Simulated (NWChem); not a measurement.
The numbers come from NWChem runs, not from measurements. System: HBF, charge 0, spin multiplicity 2, at a geometry optimised with UB3LYP/def2-SVP. The structure started from a generated list of species. Its SCF solution wasn't tested for a lower state. Level: ROCCSD(T)/def2-TZVP, 2 core orbitals frozen.

Output (cleaned and shortened):

```
             Northwest Computational Chemistry Package (NWChem) 7.3.0
             --------------------------------------------------------

                                NWChem Input Module
                                -------------------

 Scaling coordinates for geometry "geometry" by  1.889725989
 (inverse scale =  0.529177249)

 Turning off AUTOSYM since
 SYMMETRY directive was detected!

                             Geometry "geometry" -> ""
                             -------------------------

 Output coordinates in angstroms (scale by  1.889725989 to convert to a.u.)

  No.       Tag          Charge          X              Y              Z
 ---- ---------------- ---------- -------------- -------------- --------------
    1 B                    5.0000     0.63051300    -0.39209600     0.00000000
    2 F                    9.0000    -0.53505800     0.18990000     0.00000000
    3 H                    1.0000     1.66295900     0.25138300     0.00000000

 Effective nuclear repulsion energy (a.u.)      22.6191936038

            Nuclear Dipole moment (a.u.)
            ----------------------------
        X                 Y               Z
 ---------------- ---------------- ----------------
     0.0000037795     0.0000056692     0.0000000000

      Symmetry information
      --------------------

 Group name             Cs
 Group number              2
 Group order               2
 No. of unique centers     3

      Symmetry unique atoms

     1    2    3


 Summary of "ao basis" -> "" (spherical)
 ------------------------------------------------------------------------------
       Tag                 Description            Shells   Functions and Types
 ---------------- ------------------------------  ------  ---------------------
 *                         def2-tzvp                  on all atoms

 Summary of "ao basis" -> "ao basis" (spherical)
 ------------------------------------------------------------------------------
       Tag                 Description            Shells   Functions and Types
 ---------------- ------------------------------  ------  ---------------------
 B                         def2-tzvp                11       31   5s3p2d1f
 F                         def2-tzvp                11       31   5s3p2d1f
 H                         def2-tzvp                 4        6   3s1p

                                 NWChem SCF Module
                                 -----------------
[...]
     Alpha frozen virtuals :     0
      Beta frozen virtuals :     0
         Spin multiplicity : doublet
    Number of AO functions :    68
       Number of AO shells :    26
        Use of symmetry is : on
      Symmetry adaption is : on
         Schwarz screening : 0.10D-09

          Correlation Information
          -----------------------
          Calculation type : Coupled-cluster singles & doubles w/ perturbation
   Perturbative correction : (T)
            Max iterations :      100
        Residual threshold : 0.10D-05
     T(0) DIIS level shift : 0.00D+00
     L(0) DIIS level shift : 0.00D+00
     T(1) DIIS level shift : 0.00D+00
     L(1) DIIS level shift : 0.00D+00
     T(R) DIIS level shift : 0.00D+00
     T(I) DIIS level shift : 0.00D+00
   CC-T/L Amplitude update :  5-th order DIIS
                I/O scheme : Global Array Library
        L-threshold :  0.10D-05
        EOM-threshold :  0.10D-05
 no EOMCCSD initial starts read in
 TCE RESTART OPTIONS
 SLICE:      F
 D4D5:       F
 quantumc:   F
 qrotation:  F
 pwtce:      F
 qducc:      F
 nacto:                         0
 nrotv:                         0
 nrot:                          0

            Memory Information
            ------------------
          Available GA space size is     249027552 doubles
          Available MA space size is     104853668 doubles

 Maximum block size supplied by input
 Maximum block size        24 doubles

 tile_dim =     20

 -------------------------------------------------
   1    alpha     a'     4 doubles       0       1
   2    alpha     a'     1 doubles       4       2
   3    alpha     a"     1 doubles       5       3
   4    beta      a'     4 doubles       6       4
   5    beta      a"     1 doubles      10       5
   6    alpha     a'    20 doubles      11       6
   7    alpha     a'    20 doubles      31       7
   8    alpha     a"    20 doubles      51       8
   9    beta      a'     1 doubles      71       9
  10    beta      a'    20 doubles      72      10
  11    beta      a'    20 doubles      92      11
  12    beta      a"    20 doubles     112      12

 Global array virtual files algorithm will be used

 Parallel file system coherency ......... OK

 4-electron integrals stored in orbital form

 v2    file size   =          2633940
 4-index algorithm nr.  13 is used
 imaxsize =       30
 imaxsize ichop =        0


CCSD iterations
 ---------------------------------------------------------
 Iter          Residuum       Correlation     Cpu    Wall
 ---------------------------------------------------------
    1   0.1644795696089  -0.3260748341432     0.2     0.2
    2   0.0347156485487  -0.3288791377055     0.2     0.2
    3   0.0116226929038  -0.3343283935413     0.2     0.2
    4   0.0052408335493  -0.3347753118024     0.2     0.2
    5   0.0022528668987  -0.3353044517098     0.2     0.2
    6   0.0012193467519  -0.3354613946388     0.2     0.2
    7   0.0007356705385  -0.3354710855239     0.2     0.2
    8   0.0003799300136  -0.3354914471043     0.2     0.2
    9   0.0002905568021  -0.3354871512031     0.2     0.2
   10   0.0001561964563  -0.3355009301458     0.2     0.2
   11   0.0000217720587  -0.3355028716028     0.2     0.2
   12   0.0000108023042  -0.3355038480133     0.2     0.2
   13   0.0000059382098  -0.3355041522645     0.2     0.2
   14   0.0000038701534  -0.3355041878610     0.2     0.2
   15   0.0000023641727  -0.3355042422714     0.2     0.2
   16   0.0000006283314  -0.3355042586644     0.2     0.2
 -----------------------------------------------------------------
 Iterations converged
 CCSD correlation energy / hartree =        -0.335504258664355
 CCSD total energy / hartree       =      -125.073091282740094

 Singles contributions

 Doubles contributions
 CCSD(T)
 Using plain CCSD(T) code
             total no. of tasks          373
 total no. of tasks / no. procs          373
                         wl_min            4           1.3
                         wl_max       512000           8.9
        thresh for no. of tasks          373

 CCSD[T]  correction energy / hartree =        -0.010839933900604
 CCSD[T] correlation energy / hartree =        -0.346344192564958
 CCSD[T] total energy / hartree       =      -125.083931216640693
 CCSD(T)  correction energy / hartree =        -0.009901552355824
 CCSD(T) correlation energy / hartree =        -0.345405811020178
 CCSD(T) total energy / hartree       =      -125.082992835095922

 Task  times  cpu:        7.8s     wall:        7.8s

 Total times  cpu:        7.8s     wall:        7.8s
```

Q: Write an NWChem input that would produce this output.

A: Several could match; the one computed here: 
```
start mol
memory heap 100 mb stack 700 mb global 1900 mb
geometry units angstroms nocenter noautoz
  B      0.630513    -0.392096     0.000000
  F     -0.535058     0.189900     0.000000
  H      1.662959     0.251383     0.000000
  symmetry group Cs
end
basis spherical
  * library def2-tzvp
end
scf
  rohf
  nopen 1
  maxiter 100
  thresh 1e-7
  semidirect memsize 60000000 filesize 0
  # guess.movecs holds the orbitals of an unrestricted PBE0 run
  vectors input guess.movecs output mol.movecs
end
tce
  freeze core 2
  ccsd(t)
  2eorb
  2emet 13
  thresh 1e-6
  maxiter 100
  tilesize 24
end
task tce energy
```
